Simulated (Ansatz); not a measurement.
Kohn–Sham single points on `C[SiH](F)C#N`.

```yaml
crystal:
  periodic: [false, false, false]
  atoms:
    - {symbol: C, position_ang: [-0.717540, -1.017017, -0.140815]}
    - {symbol: Si, position_ang: [0.644139, 0.121346, 0.350062]}
    - {symbol: F, position_ang: [2.026292, -0.331955, -0.296720]}
    - {symbol: C, position_ang: [0.289013, 1.816183, -0.310872]}
    - {symbol: N, position_ang: [0.023630, 2.863876, -0.708625]}
    - {symbol: H, position_ang: [-0.524934, -2.026681, 0.229036]}
    - {symbol: H, position_ang: [-1.665329, -0.671357, 0.279819]}
    - {symbol: H, position_ang: [-0.817927, -1.055788, -1.227430]}
    - {symbol: H, position_ang: [0.831157, 0.255193, 1.808446]}
basis:
  gaussian: {orbitals: def2-TZVPP}
hamiltonian: {xc: {name: B3LYP}, dispersion: d4}
output: {forces: true, orbitals: {seedname: orbitals}}
```

```sh
$ ansatz run in.yaml --threads 2 --pin off --events-out ev --progress --plain
```

Output, abridged:

```
Functional definition: B3LYP
1198 factors; their error is unknown
mean field evaluation 1: about -14218.9141 eV, gradient 7.2e1 eV
mean field evaluation 2: about -14207.8284 eV, gradient 9.9e1 eV
mean field evaluation 4: about -14229.0556 eV, gradient 6.1e0 eV
mean field evaluation 8: about -14229.1204 eV, gradient 1.5e-1 eV
mean field evaluation 16: about -14229.1401 eV, gradient 1.2e-4 eV
mean field -14229.14012375 eV, -522.9112546903 hartree, gradient 2.1e-5 eV, S^2 0.000000; 0 other end points of the search recorded, 0 dependent functions left out
reference -14229.14037592 eV, -522.9112639573 hartree; 23, 23 occupied and 199, 199 virtual orbitals, 1198 factors
Total energy: -14229.41716408 eV, -522.9214357345 hartree
Atom 0 at    -0.717540    -1.017017    -0.140815 Å, force    -0.080647    -0.071506    -0.021467 eV/Å
Atom 1 at     0.644139     0.121346     0.350062 Å, force    -0.078669     0.110104     0.203082 eV/Å
Atom 2 at     2.026292    -0.331955    -0.296720 Å, force     0.180247    -0.065019    -0.081176 eV/Å
Atom 3 at     0.289013     1.816183    -0.310872 Å, force     0.003290    -0.003597     0.006039 eV/Å
Atom 4 at     0.023630     2.863876    -0.708625 Å, force    -0.012290     0.048720    -0.020452 eV/Å
Atom 5 at    -0.524934    -2.026681     0.229036 Å, force    -0.026484     0.040547    -0.027184 eV/Å
Atom 6 at    -1.665329    -0.671357     0.279819 Å, force     0.035866    -0.031718    -0.028113 eV/Å
Atom 7 at    -0.817927    -1.055788    -1.227430 Å, force    -0.008126    -0.011509     0.054831 eV/Å
Atom 8 at     0.831157     0.255193     1.808446 Å, force    -0.013187    -0.016022    -0.085561 eV/Å
Dipole moment:    -0.229024    -0.696645     0.289003 e Å
```

Run time 6 s (2 threads of a server CPU on a shared host); peak host memory 0.56 GiB.

With the line `hamiltonian: {xc: {name: BHLYP}, dispersion: d4}` and no forces (abridged; 4.4 s):

```
Functional definition: BHLYP
mean field evaluation 16: about -14225.3740 eV, gradient 3.8e-5 eV
mean field -14225.37396722 eV, -522.7728509904 hartree, gradient 3.8e-5 eV, S^2 0.000000
Total energy: -14225.58364283 eV, -522.7805564272 hartree
```

Changing it to `hamiltonian: {xc: {name: PBE-QIDH}}` and no forces (abridged; 7.5 s):

```
Functional definition: PBE-QIDH
mean field evaluation 16: about -14206.0253 eV, gradient 2.0e-4 eV
mean field -14206.02527152 eV, -522.0617995386 hartree, gradient 5.8e-6 eV, S^2 0.000000
9 core orbitals not correlated: weight in the atoms' cores, before any rotation towards them, 1.000 or more for the frozen orbitals, at most 0.000 for the correlated occupied ones
second order -26.89161295 eV of doubles, -0.00000000 eV of singles
Total energy: -14214.98915382 eV, -522.3912161373 hartree
```

With the line `hamiltonian: {xc: {name: CAM-B3LYP}, dispersion: d4}` and no forces (abridged; 4.5 s):

```
Functional definition: CAM-B3LYP
mean field -14226.22943891 eV, -522.8042889952 hartree, gradient 7.1e-5 eV, S^2 0.000000
Total energy: -14226.37641272 eV, -522.8096901833 hartree
```

Changing it to `hamiltonian: {xc: pbe0, dispersion: d4}` and no forces (abridged; 4.1 s):

```
Functional definition: PBE0
mean field evaluation 16: about -14218.0383 eV, gradient 5.8e-5 eV
mean field -14218.03827312 eV, -522.5032692048 hartree, gradient 5.8e-5 eV, S^2 0.000000
Total energy: -14218.18327683 eV, -522.5085979929 hartree
```

With the line `hamiltonian: {xc: {name: r2SCAN0}, dispersion: d4}` and no forces (abridged; 5.5 s):

```
Functional definition: r2SCAN0
mean field evaluation 16: about -14223.4991 eV, gradient 2.6e-5 eV
mean field -14223.49911220 eV, -522.7039513395 hartree, gradient 2.6e-5 eV, S^2 0.000000
Total energy: -14223.54883002 eV, -522.7057784356 hartree
```

B3LYP takes the VWN-RPA correlation (the form of Gaussian; ORCA's B3LYP/G).
